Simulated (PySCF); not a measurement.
Constitutional and geometric isomers with formula CH2B2O. All species are isolated molecules in the gas phase. One relaxed conformer stands for each flexible species; it need not be the lowest. Strings in code marks are SMILES.

The T1 excitation (TDA) from two functionals at the same geometries (r2SCAN-D4/def2-TZVP), both in PySCF: PBE-D3(BJ)/def2-TZVP and r2SCAN-D4/def2-TZVP. Excitations are Tamm–Dancoff values on a coarser integration grid. The basis has no diffuse functions, so Rydberg states are missing or too high.

```tsv
species	PBE-D3(BJ)/def2-TZVP (eV)
`C1(/OB1)=B\[H]`	1.66
`[H]/B=C\B=O`	2.97
`OC1B=B1` (H–O–C–B torsion 133°)	0.56
`OB1B=C1`	2.57
`OB=C=B`	3.31
`C=BB=O`	2.09
`OC1=BB1`	2.70
`C1B2OB12`	1.61
`BB=C=O`	0.07
```

### Question
What does r2SCAN-D4/def2-TZVP give for each?

### Answer

- `C1(/OB1)=B\[H]`: 1.78
- `[H]/B=C\B=O`: 3.25
- `OC1B=B1` (H–O–C–B torsion 133°): 0.38
- `OB1B=C1`: 2.53
- `OB=C=B`: 3.36
- `C=BB=O`: 2.26
- `OC1=BB1`: 2.61
- `C1B2OB12`: 1.44
- `BB=C=O`: 0.10
Over these rows, drawn at random from the members with no instability flagged (it was tested for open shells, ions and some series alone), PBE minus r2SCAN-D4: mean -0.02 eV, from -0.28 eV to +0.18 eV.
